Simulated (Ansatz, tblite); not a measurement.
Spin states of the cluster GaAs2 (the lowest doublet isomer of a short search), each relaxed with r2SCAN-D4/def2-TZVP in Ansatz. Electronic energies in the gas phase.

The xTB rows come from tblite. Correlated methods freeze 27 core orbitals; core or outer-core shells of Ga, As are correlated, in sets that lack core-valence functions. The rows differ in basis, and correlated rows in double-zeta sets carry the largest basis error. In CCSD on the charge 0 doublet the largest single amplitude is 0.22, so its Hartree–Fock determinant may place the open shell otherwise than the density functionals do. The structure comes from a short search, and lower isomers may exist.

Doublet geometry (C2v within 0.1 Å):

```xyz
3

Ga    0.514   -0.986    1.235
As   -0.891   -0.311   -0.995
As    0.376    1.297   -0.240
```

Quartet geometry:

```
atom    x (Å)    y (Å)    z (Å)
 Ga1   1.3687   0.1815   0.3271
 As2  -0.9364   0.9988   0.2871
 As3  -0.4323  -1.1803  -0.6141
```

⟨S²⟩: doublet 0.76 at PBE0-D4/def2-TZVP (pure 0.75), quartet 3.77 at PBE0-D4/def2-TZVP (pure 3.75).

Run but left out: HF/STO-3G, HF/def2-SVP, HF/def2-TZVP, MP2/def2-SVP, MP2/def2-TZVP (doublet: ⟨S²⟩ 1.19 to 1.40, where a pure state has 0.75).

Only these spin states were relaxed.

```json
{"level": "GFN1-xTB", "quartet − doublet (kJ/mol)": "136.8", "lowest of these": "doublet"}
{"level": "BLYP-D4/def2-TZVP", "quartet − doublet (kJ/mol)": "136.5", "lowest of these": "doublet"}
{"level": "r2SCAN-D4/def2-TZVP", "quartet − doublet (kJ/mol)": "105.0", "lowest of these": "doublet"}
{"level": "PBE0-D4/def2-TZVP", "quartet − doublet (kJ/mol)": "107.8", "lowest of these": "doublet"}
```

Task: Estimate the rows for BHLYP-D4/def2-TZVP, RPA@PBE/def2-TZVP, CCSD/def2-SVP, CCSD(T)/def2-SVP.

Result: 
| level | quartet − doublet (kJ/mol) | lowest of these | remarks |
| --- | --- | --- | --- |
| BHLYP-D4/def2-TZVP | 110.7 | doublet | – |
| RPA@PBE/def2-TZVP | 123.1 | doublet | – |
| CCSD/def2-SVP | 114.2 | doublet | spin-contaminated (⟨S²⟩ 1.19) (doublet), spin-contaminated (⟨S²⟩ 3.88) (quartet) |
| CCSD(T)/def2-SVP | 118.8 | doublet | spin-contaminated (⟨S²⟩ 1.19) (doublet), spin-contaminated (⟨S²⟩ 3.88) (quartet) |

The xTB methods have no spin-polarisation term.
